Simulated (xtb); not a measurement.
In(NCO)(OMe)2 (C₃H₆InNO₃), SMILES C[O][In]([N]=C=O)[O]C. All values are semi-empirical tight-binding results from xtb (GFN2-xTB unless named), good for trends rather than for accurate numbers. Coordinates come from a GFN2-xTB optimisation. One conformer was computed; it need not be the lowest.

For metal compounds this method's bond lengths and energies can be far off.

```yaml
orbital_gap: 2.33 eV
zero_point_energy: 56.6 kcal/mol
G − E(el) at 298.15 K (modified RRHO): 30.7 kcal/mol
```
